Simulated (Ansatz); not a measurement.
This geometry of BH5N2 + H2O (11 atoms, charge 0, multiplicity 1) is a first-order saddle point.

Method: Ansatz, RKS B3LYP/6-31G*.

```xyz
11
Properties=species:S:1:pos:R:3
B -0.189 0.361 0.146
N -0.163 0.046 1.695
H -0.988 -0.409 2.080
H 0.681 -0.368 2.078
H 0.882 0.176 -0.379
N -1.482 -0.049 -0.484
H -1.695 -1.031 -0.321
H -1.467 0.065 -1.495
O -0.284 1.960 0.474
H -1.218 2.185 0.301
H -0.248 1.381 1.524
```

Problem. Which two structures does it join? (They come from a converged band through this point; their orientation in space is the band's.)

Solution. Bonds broken: B1–N2, O9–H11. Bonds formed: B1–O9, N2–H11. BH5N2 + H2O becomes BH4NO + H3N.

Image 0:

```xyz
11
Properties=species:S:1:pos:R:3
B 0.113 -0.448 0.082
N 0.190 -0.162 1.487
H -0.647 -0.164 2.059
H 1.004 -0.451 2.010
H 1.094 -0.847 -0.481
N -1.072 -0.223 -0.645
H -1.864 0.263 -0.241
H -1.134 -0.370 -1.640
O -1.618 2.193 1.218
H -1.491 2.764 0.444
H -0.748 1.762 1.327
```

Image 8:

```xyz
11
Properties=species:S:1:pos:R:3
B -0.818 0.855 -1.131
N -0.198 0.545 2.552
H -1.058 0.524 3.100
H 0.282 -0.337 2.722
H -0.958 1.364 -2.210
N -0.888 -0.560 -1.049
H -1.054 -1.135 -1.860
H -0.790 -1.085 -0.190
O -0.597 1.673 -0.064
H -0.479 1.196 0.791
H 0.386 1.275 2.958
```

Problem. How far does it lie above each of them?

Solution. 105.2 kJ/mol above the first and 156.7 kJ/mol above the second. This is the barrier of this one path; another mechanism may lie lower. The orbitals stay closed-shell, which can raise the energy where a bond breaks towards radicals; this wasn't checked here.

The run took 5.2 min on 1 thread of AMD EPYC 9R45 96-Core Processor (Zen 5), on a shared host, peak memory 0.19 GiB.
